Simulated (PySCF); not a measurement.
Te(F)(OH) (FHOTe), SMILES O[Te]F.

The structure is a stationary point at B3LYP-D3(BJ)/def2-TZVP. The def2 effective core potentials stand for the cores of Te; spin–orbit coupling is left out. One conformer was computed; it need not be the lowest.

The numbers are results of TDA-B3LYP/def2-SVPD in PySCF 2.14.0, not measurements.

Vertical excitations. Isolated molecule, no solvent.

Computed excitation energies, oscillator strengths and character:
| state | energy (eV) | λ (nm) | f | main pairs |
|---|---|---|---|---|
| S1 | 2.64 | 470 | 0.000 | HOMO→LUMO 100 % |
| S2 | 3.46 | 359 | 0.005 | HOMO→LUMO+1 99 % |
| S3 | 5.39 | 230 | 0.098 | HOMO→LUMO+2 99 % |
| S4 | 6.17 | 201 | 0.005 | HOMO−1→LUMO 67 %, HOMO−1→LUMO+1 15 % |
| S5 | 6.28 | 197 | 0.054 | HOMO→LUMO+3 96 % |
| S6 | 6.50 | 191 | 0.002 | HOMO−1→LUMO+1 59 %, HOMO−2→LUMO 34 % |
| S7 | 6.61 | 188 | 0.020 | HOMO→LUMO+4 81 % |
| S8 | 6.66 | 186 | 0.001 | HOMO→LUMO+5 81 % |
| S9 | 6.71 | 185 | 0.038 | HOMO−2→LUMO 29 %, HOMO−1→LUMO+1 19 %, HOMO→LUMO+5 14 %, HOMO→LUMO+4 13 % |
| S10 | 7.45 | 166 | 0.004 | HOMO→LUMO+6 44 %, HOMO−3→LUMO 42 %, HOMO−2→LUMO+1 7 % |
| T1 | 1.88 | 660 | 0 | HOMO→LUMO 99 % |
| T2 | 2.53 | 490 | 0 | HOMO→LUMO+1 98 % |
| T3 | 5.21 | 238 | 0 | HOMO→LUMO+2 99 % |
| T4 | 5.40 | 230 | 0 | HOMO−1→LUMO 84 % |
Triplets are in the Tamm–Dancoff approximation.
